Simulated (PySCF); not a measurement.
One of the candidates below gave these computed data.

All candidates are C3H11PSi2.

| technique | computed result |
| --- | --- |
| Polarisability | 114.3 au [CAM-B3LYP/def2-SVPD] |
| Dipole | 1.04 D [CAM-B3LYP/def2-SVPD] |
| 1H NMR | chemical shifts (computed TMS as zero) by class: 5.22 (1 H), 4.80 (1 H), 4.52 (1 H), 1.62 (2 H), 1.15 (1 H), 1.14 (3 H), 0.57 (1 H), 0.18 (1 H) ppm [GIAO B3LYP/pcSseg-1] |
| NMR, other nuclei | isotropic shieldings of nuclei other than C and H, by class: 335 (1 Si), 364 (1 Si), 561 (1 P) ppm [GIAO B3LYP/pcSseg-1] |
| UV, strongest line | among the 10 lowest singlet transitions: S5 at 6.99 eV (177 nm, f = 0.123) [TDDFT CAM-B3LYP/def2-SVPD] |
| Rotational structure | rotational constants A, B, C: 2.342, 1.432, 1.115 GHz [PBE0-D3(BJ)/def2-SVP] |
| 13C NMR | chemical shifts (computed TMS as zero) by class: 13.6 (1 C), 11.2 (1 C), -2.0 (1 C) ppm [GIAO B3LYP/pcSseg-1] |
| UV, first state | lowest singlet excitation: 6.25 eV (198 nm, f = 0.004) [TDDFT CAM-B3LYP/def2-SVPD] |
| Valence photoelectron | vertical ionisation energy: 9.11 eV [ΔSCF CAM-B3LYP/def2-SVPD] |

Electronic properties: PySCF, gas phase, density fitting. Levels stand in brackets. One conformer (not necessarily the lowest) at the PBE0-D3(BJ)/def2-SVP geometry, without solvent, vibrations or thermal averaging. NMR values are class means; diastereotopic atoms form classes of their own.

Problem. Which candidate is it?
A. `C[C@@H]1[SiH2]C[Si@@H]1P`
B. `C[C@@H]1[SiH2]C[Si@H]1P`
C. `C=C(C)[SiH2]P[SiH3]`
D. `C=CC[SiH2][SiH2]P`

Solution. A. It is `C[C@@H]1[SiH2]C[Si@@H]1P`. Numbering: `[CH3:1][C@@H:2]1[SiH2:3][CH2:4][Si@@H:5]1[PH2:6]`. 3 carbons fall into 3 classes; from least to most shielded: methyl carbon [C1] (13.6 ppm), ring sp3 carbon bound to silicon [C2] (11.2 ppm), ring sp3 carbon bound to silicon [C4] (-2.0 ppm). Hydrogen classes from least to most shielded: 1 H on an SiH silicon, Si5 (5.22 ppm), 1 H on an SiH2 silicon, Si3 (4.80 ppm), 1 H on an SiH2 silicon, Si3 (4.52 ppm), 2 H on a three-coordinate phosphorus, P6 (1.62 ppm), 1 H on an sp3 carbon bound to silicon, C2 (1.15 ppm), 3 H on a methyl carbon, C1 (1.14 ppm), 1 H on an sp3 carbon bound to silicon, C4 (0.57 ppm), 1 H on an sp3 carbon bound to silicon, C4 (0.18 ppm). The other shieldings belong to: 335 ppm, SiH silicon [Si5]; 364 ppm, SiH2 silicon [Si3]; 561 ppm, three-coordinate phosphorus [P6]. The first electron is taken from the HOMO, whose largest Löwdin shares are 0.46 on the three-coordinate phosphorus, 0.13 on the SiH silicon, 0.11 on an sp3 carbon bound to silicon and 0.07 on an sp3 carbon bound to silicon. The optimised geometry has point group C1 and is an asymmetric top.

The others, at the same levels:
- `C=CC[SiH2][SiH2]P` fails: its computed 13C shifts are 143.4 (1 C), 123.9 (1 C), 17.7 (1 C) ppm, 1H shifts are 5.84 (1 H), 5.69 (1 H), 5.18 (1 H), 3.96 (2 H), 3.88 (2 H), 1.83 (2 H), 1.64 (2 H) ppm and strongest line among the 10 lowest singlet transitions is S4 at 6.67 eV (186 nm, f = 0.127) (against S5 at 6.99 eV).
- `C[C@@H]1[SiH2]C[Si@H]1P` fails: its computed 13C shifts are 14.4 (1 C), 13.8 (1 C), -6.5 (1 C) ppm, 1H shifts are 5.18 (1 H), 5.02 (1 H), 4.53 (1 H), 1.73 (2 H), 1.20 (3 H), 0.75 (1 H), 0.31 (1 H), 0.14 (1 H) ppm and lowest singlet excitation is 6.05 eV (205 nm, f = 0.002) (against 6.25 eV).
- `C=C(C)[SiH2]P[SiH3]` fails: its computed 13C shifts are 149.9 (1 C), 137.6 (1 C), 25.3 (1 C) ppm, 1H shifts are 5.80 (1 H), 5.75 (1 H), 4.61 (2 H), 3.90 (3 H), 1.89 (3 H), 0.69 (1 H) ppm and lowest singlet excitation is 6.08 eV (204 nm, f = 0.005) (against 6.25 eV).

Each candidate is one conformer, not necessarily the lowest. The conformers computed, where there is a choice (atom-mapped SMILES and torsion angles):
- `[CH3:1][C@@H:2]1[SiH2:3][CH2:4][Si@@H:5]1[PH2:6]`: H–P6–Si5–C4 57°, H–P6–Si5–C4 -37°
- `[CH2:1]=[CH:2][CH2:3][SiH2:4][SiH2:5][PH2:6]`: C1–C2–C3–Si4 103°, C2–C3–Si4–Si5 -59°, C3–Si4–Si5–P6 -46°, H–P6–Si5–Si4 -166°, H–P6–Si5–Si4 -72°
- `[CH3:1][C@@H:2]1[SiH2:3][CH2:4][Si@H:5]1[PH2:6]`: H–P6–Si5–C4 -178°, H–P6–Si5–C4 -84°
- `[CH2:1]=[C:2]([CH3:3])[SiH2:4][PH:5][SiH3:6]`: C1–C2–Si4–P5 118°, C2–Si4–P5–Si6 -58°
